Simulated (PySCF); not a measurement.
Si(Cl)2(OH)2 (Cl2H2O2Si), SMILES O[Si](O)(Cl)Cl. Atoms are numbered in the order given.

```xyz
7

O      0.0787     1.3749    -1.2299
Si     0.0000     0.0000    -0.3392
O     -0.0787    -1.3749    -1.2299
Cl     1.6823     0.0112     0.8179
Cl    -1.6823    -0.0112     0.8179
H     -0.7244     1.6381    -1.6911
H      0.7244    -1.6381    -1.6911
```

Coordinates come from a PBE0-D3(BJ)/def2-SVP optimisation. Other conformers were not sampled.

Computed with SMD-M06-2X/def2-SVP in PySCF.

Solvation free energies are E(SMD) − E(gas) at the gas-phase geometry, for 1 M in both phases. In vacuum the dipole moment is 2.22 D.

Computed solvation free energies in water, cyclohexanone, chlorobenzene:
```json
[
 {"solvent": "water", "ΔG(solv) (kcal/mol)": "-8.8", "its non-electrostatic (CDS) part": "2.0", "dipole (D)": "2.73"},
 {"solvent": "cyclohexanone", "ΔG(solv) (kcal/mol)": "-7.3", "its non-electrostatic (CDS) part": "-2.5", "dipole (D)": "2.61"},
 {"solvent": "chlorobenzene", "ΔG(solv) (kcal/mol)": "-6.6", "its non-electrostatic (CDS) part": "-2.7", "dipole (D)": "2.54"}
]
```
